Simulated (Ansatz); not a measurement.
`[F][Ge]([F])([F])[SiH3]` + HI → `[F][Ge]([F])([F])[I]` + SiH₄ at 400 K and 1 bar (cleavage of the Ge–Si bond).

Calculated with Ansatz (gas phase, PBE0-D4/def2-TZVP geometries, no zero-point term in ΔE). CCSD(T)/CBS is the MP2 limit (def2-TZVPP, def2-QZVPP) plus CCSD(T) − MP2 in def2-TZVPP, frozen cores. This one scheme is used for every species. def2 core potentials past Kr. For Ge, I outer-core shells are correlated without core-valence functions, which leaves a few kJ/mol of doubt a bond. Scalar relativity is left out up to krypton.

```json
{"species": "`[F][Ge]([F])([F])[SiH3]`", "CCSD(T)/CBS energy (Eh)": "-2666.49147", "H − E (kJ/mol)": "119.7", "S (J/(mol·K))": "396.4"}
{"species": "HI", "CCSD(T)/CBS energy (Eh)": "-298.03592", "H − E (kJ/mol)": "25.7", "S (J/(mol·K))": "215.0"}
{"species": "`[F][Ge]([F])([F])[I]`", "CCSD(T)/CBS energy (Eh)": "-2673.08048", "H − E (kJ/mol)": "49.7", "S (J/(mol·K))": "373.9"}
{"species": "SiH₄", "CCSD(T)/CBS energy (Eh)": "-291.46306", "H − E (kJ/mol)": "96.9", "S (J/(mol·K))": "218.6"}
```

H − E and S are ideal-gas, rigid-rotor, harmonic terms from PBE0-D4/def2-TZVP. 1 Eh = 2625.50 kJ/mol, R = 8.31446 J/(mol·K).

**Question.** By hand: ΔE, ΔH, ΔS and ΔG.

**Answer.** ΔE = (-2673.08048) + (-291.46306) − (-2666.49147) − (-298.03592) = -0.01615 Eh = -42.4 kJ/mol. Δ(H − E) = 49.7 + 96.9 − 119.7 − 25.7 = 1.2, so ΔH = -41.2 kJ/mol. ΔS = 373.9 + 218.6 − 396.4 − 215.0 = -18.9 J/(mol·K). ΔG = -41.2 − 400 × (-18.9)/1000 = -33.6 kJ/mol.

**Question.** By hand: the equilibrium constant, and the temperature at which ΔG would vanish if ΔH and ΔS stayed fixed.

**Answer.** log₁₀ K = −ΔG/(RT ln 10) = 4.4. ΔG = 0 at ΔH/ΔS = 2180 K, though so small a ΔS makes that figure unsure.

ΔH outweighs TΔS. A doubt of 5 kJ/mol in ΔE shifts log₁₀ K by 0.7 here. These are equilibria of isolated gas molecules and say nothing of rates. Largest T1 diagnostic: 0.013 (customary marks: 0.02 for closed shells, 0.045 for open ones).
